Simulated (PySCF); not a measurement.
## Dipole polarisabilities along the second row

Calculated with PySCF 2.14 for the ground configurations, without spin-orbit coupling: coupled response for Hartree-Fock and DFT. Mean α in bohr³, C₆ of like pairs in atomic units.

```tsv
species	α UHF	α PBE	α PBE0	α recommended (Schwerdtfeger and Nagle)	C₆ UHF	C₆ PBE	C₆ PBE0
Li [He] 2s1 (aug-cc-pVQZ with one added diffuse shell each of s, p, d, f, g type, non-relativistic)	169.8	143.5	147.9	164.1	1475	1145	1198
Be [He] 2s2 (aug-cc-pVQZ with one added diffuse shell each of s, p, d, f, g type, non-relativistic)	45.61	42.93	42.98	37.74 ± 0.03	282.5	257.5	258.3
B [He] 2s2 2p1 (aug-cc-pVQZ with one added diffuse shell each of s, p, d, f, g type, non-relativistic)	22.21	23.88	22.64	20.5 ± 0.1	106.1	116.9	110.1
C [He] 2s2 2p2 (aug-cc-pVQZ with one added diffuse shell each of s, p, d, f, g type, non-relativistic)	11.97	13.59	12.74	11.3 ± 0.4	46.35	55.01	50.89
N [He] 2s2 2p3 (aug-cc-pVQZ with one added diffuse shell each of s, p, d, f, g type, non-relativistic)	7.177	8.344	7.799	7.4 ± 0.2	23.29	28.56	26.28
O [He] 2s2 2p4 (aug-cc-pVQZ with one added diffuse shell each of s, p, d, f, g type, non-relativistic)	4.788	5.991	5.493	5.3 ± 0.2	13.91	18.09	16.39
F [He] 2s2 2p5 (aug-cc-pVQZ with one added diffuse shell each of s, p, d, f, g type, non-relativistic)	3.300	4.241	3.876	3.74 ± 0.08	8.557	11.43	10.32
Ne [Ne] (aug-cc-pVQZ with one added diffuse shell each of s, p, d, f, g type, non-relativistic)	2.379	3.072	2.811	2.661	5.536	7.436	6.722
```

Hartree-Fock lacks correlation. All values carry a basis error.
